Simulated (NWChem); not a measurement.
SiHOCl2F; SMILES O[Si](F)(Cl)Cl

```xyz
6

O     -1.3117    -0.1792    -1.3036
Si    -0.3428    -0.0333    -0.0021
F     -1.2049     0.0242     1.3520
Cl     0.8532    -1.6644     0.0652
Cl     0.7542     1.6836    -0.0619
H     -1.8494     0.5765    -1.5614
```
Atoms are numbered in this order, from 1.

All runs: NWChem. Geometry optimised at PBE0/def2-SVP; all other runs use it. 

```json
[
 {"quantity": "vertical, lowest excitation, singlet (eV)", "level": "PBE/def2-SVPD, TDA", "value": "7.00"},
 {"quantity": "−ε(HOMO) (eV)", "level": "PBE/def2-SVP", "value": "…"},
 {"quantity": "solvation free energy (kcal/mol) in water", "level": "PBE0/def2-SVP, SMD", "value": "…"},
 {"quantity": "isotropic polarisability (bohr³), static", "level": "PBE/def2-SVPD", "value": "…"},
 {"quantity": "dipole (D)", "level": "PBE0/def2-SVP", "value": "1.88"},
 {"quantity": "highest harmonic frequency (cm⁻¹)", "level": "PBE0/def2-SVP", "value": "3928"}
]
```

Q: Fill in the missing entries.

A: 
- −ε(HOMO) (eV), value: 7.89
- solvation free energy (kcal/mol) in water, value: -4.2
- isotropic polarisability (bohr³), static, value: 56.3
